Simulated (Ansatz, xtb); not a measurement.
**Two isomers of C7H8O**

We compare X, `C#C/C=C/C(=C)OC`, a singlet, with Y, `C#C/C=C(\C=C)OC`, a singlet. Both are isolated molecules in the gas phase, relaxed with PBE-D3(BJ)/def2-SVP; the shapes shown needn't be the lowest conformers.

X (Å):

```xyz
16

C     1.3091   -3.6413   -1.1535
C     0.5894   -2.6994   -0.8318
C    -0.2586   -1.6366   -0.4355
C    -0.2045   -0.3748   -0.9504
C    -1.0850    0.7126   -0.5329
C    -0.9958    1.9603   -1.0755
C    -2.8777    1.3104    0.9124
O    -1.9727    0.3374    0.4301
H     1.9458   -4.4657   -1.4408
H    -1.0119   -1.8487    0.3430
H     0.5347   -0.1291   -1.7277
H    -0.2400    2.1507   -1.8481
H    -1.6444    2.7943   -0.7802
H    -3.5021    0.8114    1.6764
H    -2.3456    2.1700    1.3789
H    -3.5332    1.6990    0.1006
```

Y (Å):

```xyz
16

C    -1.2067   -4.0567   -1.0700
C    -1.3802   -2.8398   -1.0802
C    -1.6283   -1.4478   -1.0994
C    -0.6514   -0.4866   -0.9368
C     0.7570   -0.8155   -0.7257
C     1.7374    0.0990   -0.5631
C    -2.2260    1.2954   -1.1535
O    -0.8990    0.8465   -0.9566
H    -1.0478   -5.1252   -1.0598
H    -2.6740   -1.1408   -1.2555
H     0.9793   -1.8937   -0.7064
H     1.5161    1.1767   -0.5823
H     2.7808   -0.2119   -0.4072
H    -2.1901    2.4002   -1.1330
H    -2.9042    0.9366   -0.3473
H    -2.6308    0.9610   -2.1348
```

Energies in hartree; the thermal terms are from GFN2-xTB frequencies at re-optimised GFN2-xTB minima (ideal gas, soft modes damped towards free rotors, one conformer each, 298.15 K, 1 atm) and include the zero-point energy:

```
                              X           Y
E, CCSD(T)/def2-SVP  −345.429929  −345.429431
    E, MP2/def2-SVP  −345.322796  −345.322484
  E, MP2/def2-TZVPP  −345.956790  −345.956447
  zero-point energy     0.123564     0.123505
       H(298 K) − E     0.133734     0.133704
       G(298 K) − E     0.089690     0.089733
```

Problem. Correct the CCSD(T) difference for the basis set by the MP2 change, then work out ΔE, ΔE₀, ΔH and ΔG for X → Y in kJ/mol (1 Eh = 2625.50 kJ/mol) and the equilibrium ratio [Y]/[X].

Solution. 1. Differences Y − X: CCSD(T) +0.000498, MP2 in the small set +0.000312, MP2 in the large set +0.000343 Eh.
2. ΔE = +0.000498 + (+0.000343 − (+0.000312)) = +0.000529 Eh = +1.39 kJ/mol.
3. ΔE₀ = ΔE + ΔZPE = +0.000529 + (−0.000059) Eh = +1.23 kJ/mol.
4. ΔH = ΔE + (−0.000030) Eh = +1.31 kJ/mol.
5. ΔG = ΔE + (+0.000043) Eh = +1.50 kJ/mol, so ΔS = (ΔH − ΔG)/T = −0.6 J/(mol K).
6. kT = 0.9442 mEh, so K = [Y]/[X] = exp(−ΔG/kT) = exp(−0.61) ≈ 0.55.

The two are too close for this level to say which is favoured. An error of 4 kJ/mol in ΔG would change K by a factor of 5. Mirror images and further conformers aren't counted.

As drawn, both hold the same kinds of bond in the same numbers.

Other levels gave ΔE = +2.0 (GFN2-xTB); −1.8 (HF/STO-3G, GFN2-xTB geometries); +0.2 (r2SCAN-D4/def2-SVP, GFN2-xTB geometries); −0.9 (PBE-D3(BJ)/def2-SVP); +1.2 (HF/def2-SVP); +0.8 (MP2/def2-SVP); +1.3 (CCSD(T)/def2-SVP) kJ/mol. The correlated steps freeze 8 core orbitals. Programs: Ansatz 0.2.0, xtb 6.7.1.
